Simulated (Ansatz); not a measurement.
Total energies of Na4Li from Ansatz at PBE0/def2-TZVP, gas phase (1 Eh = 27.2114 eV = 2625.5 kJ/mol). The reference geometry is relaxed at PBE/def2-TZVP.

```xyz
5

Li   -0.7357    0.2144    0.3702
Na   -2.7551   -1.2083   -1.6283
Na    0.6409   -1.3542   -2.0495
Na    0.4018    1.9284    2.8047
Na    2.4481    0.4196    0.5029
```

```
           state                  geometry  energy (Eh)
charge 0 doublet                 reference   -656.26952
charge 1 singlet                 reference   -656.11456
charge 0 quartet  relaxed at PBE/def2-TZVP   -656.25623
```

(1) Work out the vertical ionisation energy to the singlet.

(2) Which of the charge 0 states is lowest, and how far above it are the others?

(1) E(charge 1 singlet) − E(charge 0 doublet) = -656.11456 − (-656.26952) = 0.15496 Eh = 4.22 eV. For comparison, −ε of the highest occupied level of the spin that leaves is 3.18 eV at this level, 1.04 eV less.

(2) The doublet. quartet: -656.25623 − (-656.26952) = 0.01329 Eh = 34.9 kJ/mol. The quartet differs in its bonds from the reference.

The restricted singlet is unstable towards broken spin symmetry in Hartree–Fock (as tested in another run); at PBE0/def2-TZVP this wasn't settled. 

The structure comes from a short search, and lower isomers may exist.
